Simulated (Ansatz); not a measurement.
Two structures of ZnH₂Cl₂, closed shell, reached by relaxing down either side of one saddle point (PBE0-D4/def2-TZVP). Energies are electronic, without zero-point energy. Ansatz 0.2.0; basis: def2-TZVPP and def2-QZVPP; cores frozen in the correlated methods. The 3s and 3p shells of Cu and Zn are frozen; filled d shells are correlated. Extrapolation: Hartree–Fock as exp(−7.88 √X), correlation as X^−2.97. First:

```xyz
5
angstrom
Zn 0.6370 -0.9183 0.2395
H 1.0194 -0.2429 1.5558
Cl 0.3047 -2.1045 -1.4799
H -0.8900 2.0039 0.3570
Cl -1.0713 1.2619 -0.6724
```

Second:

| atom | x (Å) | y (Å) | z (Å) |
| --- | --- | --- | --- |
| Zn1 | -0.3715 | -0.2868 | -0.9268 |
| H2 | 0.7728 | 0.1276 | 1.4791 |
| Cl3 | 0.6575 | -2.1033 | -0.8592 |
| H4 | 0.3935 | 0.7728 | 1.4309 |
| Cl5 | -1.4525 | 1.4896 | -1.1240 |

(1) Which bonds change from the first to the second?

(2) Give the saddle point's structure and its height above each. (To be estimated.)

The T1 diagnostic stays at or below 0.014.

Answers

(1) ZnHCl ([Cl][ZnH]) + HCl → ZnCl₂ + H₂; bonds formed: Zn1–Cl5, H2–H4; bonds broken: Zn1–H2, H4–Cl5.

(2) Computed: 14.32 kcal/mol above the first and 37.88 kcal/mol above the second (CCSD(T) at an estimated basis limit (MP2 extrapolated from triple and quadruple zeta, plus CCSD(T) − MP2 in triple zeta)).
```
atom    x (Å)    y (Å)    z (Å)
 Zn1   0.2407  -0.5680  -0.1221
  H2   0.5124   0.3537   1.2376
 Cl3   0.5043  -2.2830  -1.3001
  H4  -0.1774   1.0296   0.6750
 Cl5  -1.0801   1.4677  -0.4903
```

Labels in which every atom is bracketed show which atoms are joined, not bond orders.

For scale, one of the runs: CCSD(T)/def2-TZVPP, 176 basis functions, launched by `ansatz run in.yaml --threads 4 --pin off --events-out ev --progress --plain --max-ram 9574MiB`. Time: 27 s of wall clock on 4 CPU threads of an Arm Neoverse V2; the host was shared. Peak host memory: 1.5 GiB.
